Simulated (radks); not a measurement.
The numbers below are computed, except where a source is named.
Task: Ionisation of Pm, [Xe] 4f5 6s2, to Pm+, [Xe] 4f5 6s1, under several functionals. Dirac Kohn-Sham, spin-unpolarised, spherical densities, finite nucleus; open shells fill j = l - 1/2 first; a radial shooting solver on a logarithmic mesh with Libxc functionals. The NIST Atomic Spectra Database gives 5.582 eV (measured). Rank these functionals by the error of their Delta-SCF ionisation energy: AM05; revPBE; exchange-only PBE; B86b exchange with PBE correlation; RPBE.

Result: From best to worst: RPBE 5.772 eV (+0.190); revPBE 5.789 eV (+0.208); AM05 5.822 eV (+0.240); exchange-only PBE 5.319 eV (-0.262); B86b exchange with PBE correlation 5.893 eV (+0.311). Spin polarisation and multiplet splitting are left out, so open shells lie too high by an amount that depends on their filling.

Beside tabulated values, note that spin-unpolarised runs miss the spin-polarisation part of the exchange energy of open shells.
